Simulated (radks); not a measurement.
Task: The mean radii <r> (bohr) of the occupied orbitals of an atom or ion are listed with their occupations. All-electron calculation, non-relativistic Kohn-Sham, HCTH/407, spin-polarised, spherical densities, point nucleus. Program: a radial shooting solver on a logarithmic mesh with Libxc functionals.

| orbital | occ. | <r> |
|---|---|---|
| 1s up | 1 | 0.07366 |
| 1s down | 1 | 0.07365 |
| 2s up | 1 | 0.3450 |
| 2s down | 1 | 0.3446 |
| 2p up | 3 | 0.3071 |
| 2p down | 3 | 0.3069 |
| 3s up | 1 | 1.008 |
| 3s down | 1 | 1.018 |
| 3p up | 3 | 1.045 |
| 3p down | 1 | 1.061 |

Name the element and its charge. Open shells, if any, are filled with parallel spins first.

Result: Z = 21, scandium, charge +5: Sc5+ in [Ne] 3s2 3p4. The 1s radius gives Z: for a bare nucleus <r> = 1.5/Z, 0.07143 bohr for Z = 21, and screening makes it slightly larger (0.07366 here). The occupations add up to 16, and the charge is Z minus that.
